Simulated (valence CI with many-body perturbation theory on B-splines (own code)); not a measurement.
Os25+: one-electron terms

Method: relativistic CI+MBPT: five valence electrons over a frozen Dirac-Fock core [Kr] 4d10, a basis of 7 s, 7 p, 7 d, 7 f, 4 g, 2 h functions for each j, with the one-electron correlation potential Σ1 (screened to all orders), the two-electron term Σ2, the three-electron term Σ3, Breit, model QED; selected single and double excitations, second order for the rest, scaled by the run's own slope (own B-spline code, finite nucleus).

No measured levels were compared; by estimate terms of the open shell hold to a few per cent of their energy, and close levels can change places. Among the levels kept, up to 990 cm⁻¹ of a level comes from second order outside the variational space, and about a tenth of that is noise between levels of different J, which matters for small intervals. Only levels of the ground parity were solved; by the run's estimate the other parity begins above the list, which can be wrong where configurations are misplaced.

These are the spectroscopic orbitals of the CI (the correlating ones are not listed), shaped by the core and the other valence electrons. h is the expectation value of the core's Dirac-Fock operator, without the valence repulsion; Σ1 is computed up to l = 3 at one energy for each symmetry, that of its lowest orbital but kept below the first core excitation, so for empty shells it is not the orbital's own correlation shift; Breit and QED include the response of the core.

| Orbital | h (hartree) | Σ1 (cm⁻¹) | Breit (cm⁻¹) | QED (cm⁻¹) | ⟨r⟩ (bohr) |
| --- | --- | --- | --- | --- | --- |
| 5s1/2 | -30.437 | -20225 | 3426 | 2824 | 0.7961 |
| 6s1/2 | -18.914 | -6409 | 1604 | 1322 | 1.290 |
| 7s1/2 | -12.955 | -3108 | 901 | 753 | 1.890 |
| 5p1/2 | -28.666 | -18083 | 5083 | 73.7 | 0.8227 |
| 6p1/2 | -18.037 | -6299 | 2575 | 38.4 | 1.324 |
| 7p1/2 | -12.441 | -3106 | 1459 | 22.4 | 1.942 |
| 5p3/2 | -27.445 | -15240 | 2812 | 298 | 0.8628 |
| 6p3/2 | -17.434 | -5667 | 1460 | 155 | 1.372 |
| 7p3/2 | -12.096 | -2863 | 922 | 89.9 | 2.000 |
| 5d3/2 | -24.631 | -13150 | 1787 | -159 | 0.9060 |
| 6d3/2 | -15.975 | -5397 | 986 | -85.2 | 1.444 |
| 7d3/2 | -11.241 | -2853 | 589 | -50.3 | 2.101 |
| 5d5/2 | -24.38 | -12550 | 1075 | -60.7 | 0.9168 |
| 6d5/2 | -15.847 | -5201 | 592 | -32.1 | 1.456 |
| 7d5/2 | -11.166 | -2760 | 360 | -18.8 | 2.116 |
| 4f5/2 | -36.568 | -29877 | 467 | -531 | 0.4406 |
| 5f5/2 | -21.087 | -11507 | 323 | -139 | 0.9620 |
| 4f7/2 | -36.399 | -29181 | -987 | -404 | 0.4442 |
| 5f7/2 | -21.027 | -11369 | -108 | -101 | 0.9654 |
| 5g7/2 | -18.348 |  | -100 | -28.3 | 0.9848 |
| 5g9/2 | -18.34 |  | -197 | -19.5 | 0.9855 |

Among the shells of the start configuration 4f5, Σ1 is largest in size for 4f5/2, where it is 0.37 % of h.

Lowest root of each symmetry, sizes in configuration state functions:

| J | Parity | Roots | Reference | Variational | Second order | Change by selected CI (cm⁻¹) | Change by second order (cm⁻¹) |
| --- | --- | --- | --- | --- | --- | --- | --- |
| 1/2 | odd | 10 | 49 | 26494 | 241250 | -10271 | -14 |
| 3/2 | odd | 21 | 94 | 25840 | 519698 | -10294 | -219 |
| 5/2 | odd | 27 | 121 | 25349 | 881693 | -10054 | -307 |
| 7/2 | odd | 30 | 132 | 24566 | 1548846 | -9515 | -426 |
| 9/2 | odd | 29 | 128 | 24356 | 1449124 | -9352 | -434 |
| 11/2 | odd | 26 | 111 | 24153 | 855560 | -9400 | -415 |
| 13/2 | odd | 20 | 84 | 23147 | 1237625 | -9559 | -401 |
| 15/2 | odd | 16 | 62 | 24209 | 659475 | -9873 | -382 |
| 17/2 | odd | 9 | 37 | 24088 | 906962 | -9636 | -164 |
| 19/2 | odd | 5 | 20 | 24266 | 375978 | -9661 | -48 |
| 21/2 | odd | 3 | 9 | 21221 | 113137 | -9680 | -7 |
| 23/2 | odd | 1 | 3 | 10654 | 84672 | -9655 | -9 |
